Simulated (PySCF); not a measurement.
Si(Cl)2(OH)(SeH), H2Cl2OSeSi, SMILES O[Si](Cl)(Cl)[SeH] at its PBE0/def2-SVP optimised geometry (Å):

```
7

O      0.9829     1.4726    -1.2878
Si     0.2252     0.7871     0.0000
Cl    -1.7815     1.2273     0.0169
Cl     1.1221     1.6272     1.6323
Se     0.3084    -1.4726     0.0000
H      0.7643     1.1094    -2.1532
H      1.7815    -1.4726     0.0000
```

Method: PBE0/def2-TZVP (PySCF 2.14.0).

Map of the HOMO amplitude (bohr^(-3/2)) on the plane z = 1.2 Å; orbital energy -7.64 eV, overall sign arbitrary:

```
|:::::::::::::::::::::::::::::::|
|:::::::::::::::::::::::::::::::|
|:::::::::::::::::------::::::::|
|::::::::::::::::--------:::::::|
|:::::::::::::::----------::::::|
|:::::::::::::::---====---::::::|
|:::::::::::::::--==+==----:::::|
|::::::::::::::::--=++=---::::::|
|:::::::::::::::::--===---::::::|
|::::::::..:::::::::::::::::::::|
|:::::::...::::::..   .:::::::::|
|:::::::...::::::..   ..::::::::|
|:::::::::::::::::..  ..::::::::|
|::::::::::::-----::..::::::::::|
|:::::::::::----=---::::::::::::|
|::::::::::---======---:::::::::|
|:::::::::---==+++++==---:::::::|
|::::::::----=+*****+==---::::::|
|::::::::---==+*#%##*+=---::::::|
|::::::::---=+*#%@@%#+==---:::::|
|::::::::---=+*%@@@%#*+=---:::::|
|::::::::---=+*%@@@%#*+=---:::::|
|::::::::---=+*#%%%#*+==---:::::|
|::::::::---==+*###**+=----:::::|
|::::::::----==++**++==---::::::|
|:::::::::----===++===----::::::|
|:::::::::------====-----:::::::|
|::::::::::-------------::::::::|
|:::::::::::-----------:::::::::|
|:::::::::::::-------:::::::::::|
|:::::::::::::::::::::::::::::::|
```
Scale: ten equal steps from -0.048 (start of ' ') to 0.129 (end of '@'), in the order ' .:-=+*#%@'; x runs from -4.00 to 4.00, y from -4.00 (bottom) to 4.00 (top).
